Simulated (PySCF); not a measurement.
One of the candidates below gave these computed data.

All candidates are C5H8OSi.

- Dipole: 0.65 D [wB97X-D/def2-SVPD]
- Triplet: lowest triplet excitation (Tamm–Dancoff): 3.99 eV [TDA wB97X-D/def2-SVPD]
- UV, first state: lowest singlet excitation: 5.91 eV (210 nm, f = 0.313) [TDDFT wB97X-D/def2-SVPD]
- Polarisability: 86.7 au [wB97X-D/def2-SVPD]
- Rotational structure: rotational constants A, B, C: 5.520, 1.302, 1.215 GHz [GFN2-xTB]

Gas-phase values; electronic properties from PySCF, density fitting. Levels stand in brackets. Isolated species at its GFN2-xTB geometry (one conformer only).

Question: Which candidate is it?
A. `C=C1C=CCO[SiH2]1`
B. `C=C1C=CO[SiH2]C1`
C. `[SiH3]Cc1ccco1`
D. `C=C1CC=CO[SiH2]1`

Answer: C. It is `[SiH3]Cc1ccco1`. Numbering: `[SiH3:1][CH2:2][c:3]1[cH:4][cH:5][cH:6][o:7]1`. Its formula, C5H8OSi, gives 3 degrees of unsaturation: 1 ring and 2 π bonds in the structure found (Kekulé form). The optimised geometry has point group C1 and is an asymmetric top.

The others, at the same levels:
- `C=C1CC=CO[SiH2]1` fails: its computed lowest singlet excitation is 5.69 eV (218 nm, f = 0.006) (against 5.91 eV), lowest triplet excitation (Tamm–Dancoff) is 4.30 eV (against 3.99 eV) and static isotropic polarisability is 83.3 au (against 86.7 au).
- `C=C1C=CCO[SiH2]1` fails: its computed lowest singlet excitation is 5.66 eV (219 nm, f = 0.556) (against 5.91 eV), lowest triplet excitation (Tamm–Dancoff) is 3.26 eV (against 3.99 eV) and rotational constant A is 3.389 GHz (against 5.520 GHz).
- `C=C1C=CO[SiH2]C1` fails: its computed lowest singlet excitation is 5.32 eV (233 nm, f = 0.378) (against 5.91 eV), lowest triplet excitation (Tamm–Dancoff) is 3.28 eV (against 3.99 eV) and rotational constant A is 3.775 GHz (against 5.520 GHz).

Each candidate is one conformer, not necessarily the lowest. The conformers computed, where there is a choice (atom-mapped SMILES and torsion angles):
- `[SiH3:1][CH2:2][c:3]1[cH:4][cH:5][cH:6][o:7]1`: Si1–C2–C3–C4 98°
